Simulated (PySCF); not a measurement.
# `C=Cc1ccoc1C(=O)F`, C$_{7}$H$_{5}$FO$_{2}$

Cartesian coordinates in Å; atom numbers follow the order of the lines, from 1:
```xyz
15

C     2.4901   -0.4350    0.4637
C     1.2363   -0.8082    0.2272
C     0.1409    0.1104    0.0257
C     0.1500    1.5285    0.0343
C    -1.1339    1.9216   -0.2050
O    -1.9424    0.8777   -0.3619
C    -1.1859   -0.2380   -0.2252
C    -1.7890   -1.5394   -0.3450
O    -1.2858   -2.6129   -0.2563
F    -3.1286   -1.4464   -0.5953
H     2.7826    0.5997    0.5231
H     3.2707   -1.1612    0.6070
H     0.9716   -1.8543    0.1730
H     0.9921    2.1678    0.1957
H    -1.5731    2.8976   -0.2828
```

Computed, not measured: GIAO BHandHLYP/pcSseg-1 magnetisability, rotational g tensor and spin-rotation constants, non-relativistic, gas phase (PySCF). Geometry: GFN2-xTB.

(1) What are the magnetisability and the molar susceptibility?

(2) Split it along the inertial axes a, b, c into diamagnetic and paramagnetic parts about the centre of mass, with the quadrupole moment.

(3) And the rotational g tensor?

Results:

(1) Isotropic -1192 × 10⁻³⁰ J/T², or -71.8 × 10⁻⁶ cm³/mol; principal values -1739, -934, -903 × 10⁻³⁰ J/T², anisotropy 821 × 10⁻³⁰ J/T² (root of half the summed squared differences of the principal values). The susceptibility is in cgs units.

(2) 
```tsv
axis	χ (10⁻⁶ cm³/mol)	diamagnetic (10⁻⁶ cm³/mol)	paramagnetic (10⁻⁶ cm³/mol)	summed x² of all electrons (Å²)	quadrupole Θ (D Å)
a	-55.3	-679.8	624.5	234.5	-0.42
b	-55.4	-1046.5	991.1	148.0	+4.19
c	-104.7	-1622.9	1518.1	12.2	-3.78
```
Anisotropies 2χaa − χbb − χcc = +49.5 and 2χbb − χaa − χcc = +49.2 × 10⁻⁶ cm³/mol. Θ is traceless in Buckingham's convention.

(3) 
| axis | rotational constant (GHz) | g | nuclear part | electronic part |
| --- | --- | --- | --- | --- |
| a | 2.0184 | -0.0413 | 0.5510 | -0.5922 |
| b | 1.2052 | -0.0261 | 0.5351 | -0.5612 |
| c | 0.7546 | +0.0028 | 0.5410 | -0.5382 |

Asymmetric top; isotopes 12C, 19F, 1H, 16O; no vibrational averaging.
